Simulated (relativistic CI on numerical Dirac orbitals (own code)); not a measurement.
# Energy levels of V IV

Computed by Dirac-Coulomb-Breit CI, KLI orbitals optimised for each configuration, model QED (radiative potential, 1s self-energy scaled to tabulated hydrogen-like ionisation energies), valence Slater integrals scaled by 0.85, P86 correlation energy added to each configuration (own radial code, finite nucleus).

CI space (outside the closed core [Ne] 3s2): 3p6 3d2, 3p6 3d 4s, 3p6 3d 4p, 3p5 3d3, 3p6 3d 4d, 3p6 3d 5s, 3p6 4s2, 3p6 3d 5p, 3p6 3d 4f, 3p6 4s 4p, 3p6 3d 5d, 3p6 3d 5f, 3p6 3d 5g, 3p6 4p2, 3p6 4s 4d. Double excitations out of closed p, d and f shells are left out; levels of such configurations are missing from the list, as are those of other unlisted configurations, and high levels can miss mixing partners.

The lowest level is 3p6 3d2 3F_2, with 100 % of that term; Hund's rules for 3p6 3d2 give 3F with J = 2, in agreement.

| No. | Configuration | Term | J | E (cm⁻¹) | % | Lifetime (s) | jj configuration (%) |
| --- | --- | --- | --- | --- | --- | --- | --- |
| 1 | 3p6 3d2 | 3F | 2 | 0.0 | 100 |  | 3d3/2^2 (69) |
| 2 | 3p6 3d2 | 3F | 3 | 299.3 | 100 | 1.45e+03 | 3d3/2 3d5/2 (100) |
| 3 | 3p6 3d2 | 3F | 4 | 678.6 | 100 | 9.06e+02 | 3d5/2^2 (79) |
| 4 | 3p6 3d2 | 1D | 2 | 11862.0 | 99 | 1.74e+01 | 3d5/2^2 (38) |
| 5 | 3p6 3d2 | 3P | 0 | 14054.5 | 100 | 1.28e+01 | 3d3/2^2 (62) |
| 6 | 3p6 3d2 | 3P | 1 | 14160.0 | 100 | 1.26e+01 | 3d3/2 3d5/2 (100) |
| 7 | 3p6 3d2 | 3P | 2 | 14359.1 | 99 | 1.26e+01 | 3d5/2^2 (56) |
| 8 | 3p6 3d2 | 1G | 4 | 18318.1 | 100 | 2.51e+01 | 3d3/2 3d5/2 (79) |
| 9 | 3p6 3d2 | 1S | 0 | 43597.5 | 99 | 7.71e-02 | 3d5/2^2 (61) |
| 10 | 3p6 3d 4s | 3D | 1 | 99655.7 | 100 | 3.13e-04 | 3d3/2 4s (100) |
| 11 | 3p6 3d 4s | 3D | 2 | 99860.1 | 99 | 3.12e-04 | 3d3/2 4s (67) |
| 12 | 3p6 3d 4s | 3D | 3 | 100221.8 | 100 | 3.11e-04 | 3d5/2 4s (100) |
| 13 | 3p6 3d 4s | 1D | 2 | 103628.2 | 99 | 3.20e-04 | 3d5/2 4s (67) |
| 14 | 3p6 3d 4p | 1D° | 2 | 147393.6 | 96 | 5.57e-10 | 3d3/2 4p1/2 (37) |
| 15 | 3p6 3d 4p | 3D° | 1 | 148856.3 | 100 | 2.90e-10 | 3d3/2 4p1/2 (57) |
| 16 | 3p6 3d 4p | 3D° | 2 | 149153.7 | 95 | 2.97e-10 | 3d5/2 4p1/2 (47) |
| 17 | 3p6 3d 4p | 3D° | 3 | 149553.2 | 94 | 3.00e-10 | 3d5/2 4p3/2 (57) |
| 18 | 3p6 3d 4p | 3F° | 2 | 149819.3 | 94 | 6.21e-10 | 3d3/2 4p1/2 (53) |
| 19 | 3p6 3d 4p | 3F° | 3 | 150300.0 | 94 | 6.04e-10 | 3d3/2 4p3/2 (60) |
| 20 | 3p6 3d 4p | 3F° | 4 | 150966.6 | 100 | 6.47e-10 | 3d5/2 4p3/2 (100) |
| 21 | 3p6 3d 4p | 3P° | 1 | 153982.9 | 99 | 3.89e-10 | 3d3/2 4p3/2 (61) |
| 22 | 3p6 3d 4p | 3P° | 0 | 154000.3 | 100 | 3.89e-10 | 3d3/2 4p3/2 (100) |
| 23 | 3p6 3d 4p | 3P° | 2 | 154119.1 | 99 | 3.91e-10 | 3d5/2 4p3/2 (49) |
| 24 | 3p6 3d 4p | 1F° | 3 | 156472.0 | 100 | 2.53e-10 | 3d3/2 4p3/2 (39) |
| 25 | 3p6 3d 4p | 1P° | 1 | 157898.5 | 98 | 3.62e-10 | 3d5/2 4p3/2 (71) |
| 26 | 3p6 3d 4d | 1F | 3 | 217220.8 | 97 | 4.87e-10 | 3d3/2 4d5/2 (29) |
| 27 | 3p6 3d 4d | 3D | 1 | 218010.3 | 96 | 4.80e-10 | 3d3/2 4d3/2 (73) |
| 28 | 3p6 3d 4d | 3D | 2 | 218192.0 | 100 | 4.82e-10 | 3d3/2 4d5/2 (53) |
| 29 | 3p6 3d 4d | 3D | 3 | 218424.8 | 97 | 4.86e-10 | 3d5/2 4d5/2 (73) |
| 30 | 3p6 3d 4d | 3G | 3 | 218825.8 | 99 | 4.60e-10 | 3d3/2 4d3/2 (75) |
| 31 | 3p6 3d 4d | 3G | 4 | 219075.1 | 100 | 4.63e-10 | 3d3/2 4d5/2 (53) |
| 32 | 3p6 3d 4d | 1P | 1 | 219278.3 | 95 | 5.29e-10 | 3d5/2 4d5/2 (57) |
| 33 | 3p6 3d 4d | 3G | 5 | 219420.7 | 100 | 4.67e-10 | 3d5/2 4d5/2 (100) |
| 34 | 3p6 3d 4d | 3S | 1 | 221216.1 | 99 | 4.82e-10 | 3d5/2 4d5/2 (36) |
| 35 | 3p6 3d 4d | 3F | 2 | 224680.7 | 99 | 3.51e-10 | 3d3/2 4d3/2 (74) |
| 36 | 3p6 3d 4d | 3F | 3 | 224909.4 | 100 | 3.53e-10 | 3d5/2 4d3/2 (53) |
| 37 | 3p6 3d 4d | 3F | 4 | 225169.3 | 100 | 3.55e-10 | 3d5/2 4d5/2 (77) |
| 38 | 3p6 3d 4d | 1D | 2 | 227197.3 | 94 | 3.70e-10 | 3d5/2 4d5/2 (33) |
| 39 | 3p6 3d 4d | 3P | 0 | 228035.1 | 98 | 3.72e-10 | 3d3/2 4d3/2 (67) |
| 40 | 3p6 3d 4d | 3P | 1 | 228140.9 | 99 | 3.71e-10 | 3d5/2 4d3/2 (53) |
| 41 | 3p6 3d 4d | 3P | 2 | 228304.8 | 96 | 3.73e-10 | 3d5/2 4d5/2 (61) |
| 42 | 3p6 3d 4d | 1G | 4 | 228972.5 | 99 | 3.84e-10 | 3d5/2 4d3/2 (40) |
| 43 | 3p6 4s2 | 1S | 0 | 229612.2 | 71 | 9.91e-10 | closed (71) |
| 44 | 3p6 3d 4d | 1S | 0 | 235476.9 | 71 | 6.42e-10 | 3d5/2 4d5/2 (46) |
| 45 | 3p6 3d 5s | 3D | 1 | 236553.6 | 100 | 4.61e-10 | 3d3/2 5s (100) |

Energies count from the lowest computed level; ° marks odd parity; lifetimes are radiative, by E1, M1, E2 decay to levels of this space only. Filled j subshells are mostly left out of the jj labels.

The mean weight of the leading LS term, summed over parents, in these 45 levels is 97 %, and that of the leading jj configuration (from the same eigenvectors) 65 %, so LS coupling describes them better.

Correlation outside the listed configurations is missing or only estimated: errors of thousands of cm⁻¹ between configurations and terms are usual at this charge. Rates and lifetimes follow the computed energies and can be off by large factors. The fine structure of a lone outer electron comes out too small, for d and f at times inverted, and misplaced configurations move strength between like terms. 62 of the 66 excited levels that our extract of the measured tables holds in this range could be paired (the sources list more); they are missed by 1555 cm⁻¹ on average and 3460 at most, and levels without a partner can miss by more. Some levels of the ground configuration have no partner and can miss by 10 % or more.

Landé's interval rule says that E(J) − E(J−1) = AJ with one A. For the ground term the intervals give A = 99.8, 94.8 cm⁻¹ for J = 3, 4; the multiplet is regular.
